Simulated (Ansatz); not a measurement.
The same molecule with X = C, Si, Ge. Ansatz, PBE0-D4/def2-TZVP geometries, multiplicity 2.

Scalar relativity is left out up to krypton.

```json
{"X": "C", "molecule": "`F[C](F)Cl`•", "mean X–Cl bond length / Å": "1.719", "mean X–F bond length / Å": "1.315", "size of the dipole moment (PBE/def2-TZVPP) / D": "0.27", "size of the dipole moment (B3LYP/def2-TZVPP) / D": "0.40", "ideal-gas entropy at 298 K and 1 bar (rigid rotor, harmonic PBE0-D4/def2-TZVP) / J/(mol·K)": "286"}
{"X": "Ge", "molecule": "`[F][Ge]([F])[Cl]`•", "mean X–Cl bond length / Å": "2.139", "mean X–F bond length / Å": "1.725", "size of the dipole moment (PBE/def2-TZVPP) / D": "1.67", "size of the dipole moment (B3LYP/def2-TZVPP) / D": "1.89", "ideal-gas entropy at 298 K and 1 bar (rigid rotor, harmonic PBE0-D4/def2-TZVP) / J/(mol·K)": "321"}
```

(1) Give the row for X = Si, `F[Si](F)Cl`•. (Best estimate.)

Results:

(1) Computed: 
| X | molecule | mean X–Cl bond length / Å | mean X–F bond length / Å | size of the dipole moment (PBE/def2-TZVPP) / D | size of the dipole moment (B3LYP/def2-TZVPP) / D | ideal-gas entropy at 298 K and 1 bar (rigid rotor, harmonic PBE0-D4/def2-TZVP) / J/(mol·K) |
| --- | --- | --- | --- | --- | --- | --- |
| Si | `F[Si](F)Cl`• | 2.036 | 1.585 | 0.87 | 1.04 | 305 |

From C to Ge the mean X–Cl bond length rises at each step, by 0.420 Å in all; the mean X–F bond length rises at each step, by 0.410 Å in all; the ideal-gas entropy at 298 K and 1 bar (rigid rotor, harmonic PBE0-D4/def2-TZVP) rises at each step, by 35 J/(mol·K) in all. Bonds lengthen as the atom grows down the group. Dipoles are sizes alone, and their direction can turn along the series.

B3LYP here is the variant with VWN-RPA as its local correlation; programs differ in this.
